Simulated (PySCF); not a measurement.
# SMILES C(C)[O][GeH2][AsH2], C₂H₉AsGeO

Molfile (atoms numbered from 1):
```
C2H9AsGeO
     RDKit          3D

 14 13  0  0  0  0  0  0  0  0999 V2000
   -2.6853    0.7410    0.0141 C   0  0  0  0  0  0  0  0  0  0  0  0
   -1.5278   -0.2085    0.2206 C   0  0  0  0  0  0  0  0  0  0  0  0
   -0.3964    0.2978   -0.4439 O   0  0  0  0  0  0  0  0  0  0  0  0
    1.1257   -0.6356   -0.4416 Ge  0  0  0  0  0  4  0  0  0  0  0  0
    2.6015    0.7035   -1.7957 As  0  0  0  0  0  3  0  0  0  0  0  0
   -3.5880    0.3787    0.5289 H   0  0  0  0  0  0  0  0  0  0  0  0
   -2.4338    1.7383    0.4046 H   0  0  0  0  0  0  0  0  0  0  0  0
   -2.9084    0.8428   -1.0584 H   0  0  0  0  0  0  0  0  0  0  0  0
   -1.7947   -1.2147   -0.1634 H   0  0  0  0  0  0  0  0  0  0  0  0
   -1.3276   -0.3284    1.3054 H   0  0  0  0  0  0  0  0  0  0  0  0
    1.5763   -0.8384    1.0243 H   0  0  0  0  0  0  0  0  0  0  0  0
    0.8666   -2.0106   -1.1024 H   0  0  0  0  0  0  0  0  0  0  0  0
    2.9325    1.6199   -0.6225 H   0  0  0  0  0  0  0  0  0  0  0  0
    3.7771   -0.2178   -1.4721 H   0  0  0  0  0  0  0  0  0  0  0  0
  1  2  1  0
  2  3  1  0
  3  4  1  0
  4  5  1  0
  1  6  1  0
  1  7  1  0
  1  8  1  0
  2  9  1  0
  2 10  1  0
  4 11  1  0
  4 12  1  0
  5 13  1  0
  5 14  1  0
M  END
```

Level of theory: GIAO B3LYP/cc-pVDZ magnetisability, rotational g tensor and spin-rotation constants, non-relativistic, gas phase in PySCF. Geometry: PBE0-D3(BJ)/def2-SVP.

The calculation is non-relativistic, which matters for the atoms heavier than Zn.

(1) How diamagnetic is it, and how anisotropic?

(2) Split it along the inertial axes a, b, c into diamagnetic and paramagnetic parts about the centre of mass, with the quadrupole moment.

(3) And the rotational g tensor?

Results:

(1) Isotropic -1479 × 10⁻³⁰ J/T², or -89.1 × 10⁻⁶ cm³/mol; principal values -1540, -1476, -1420 × 10⁻³⁰ J/T², anisotropy 104 × 10⁻³⁰ J/T² (root of half the summed squared differences of the principal values). The susceptibility is in cgs units.

(2) 
```tsv
axis	χ (10⁻⁶ cm³/mol)	diamagnetic (10⁻⁶ cm³/mol)	paramagnetic (10⁻⁶ cm³/mol)	summed x² of all electrons (Å²)	quadrupole Θ (D Å)
a	-91.6	-374.0	282.4	348.4	+3.70
b	-89.5	-1565.3	1475.8	67.6	-2.48
c	-86.1	-1765.3	1679.2	20.5	-1.22
```
Anisotropies 2χaa − χbb − χcc = -7.5 and 2χbb − χaa − χcc = -1.3 × 10⁻⁶ cm³/mol. Θ is traceless in Buckingham's convention.

(3) 
| axis | rotational constant (GHz) | g | nuclear part | electronic part |
| --- | --- | --- | --- | --- |
| a | 4.4585 | -0.0211 | 0.5705 | -0.5916 |
| b | 0.7953 | -0.0032 | 0.5482 | -0.5514 |
| c | 0.6910 | -0.0041 | 0.5410 | -0.5451 |

Asymmetric top; isotopes 75As, 12C, 74Ge, 1H, 16O; no vibrational averaging.
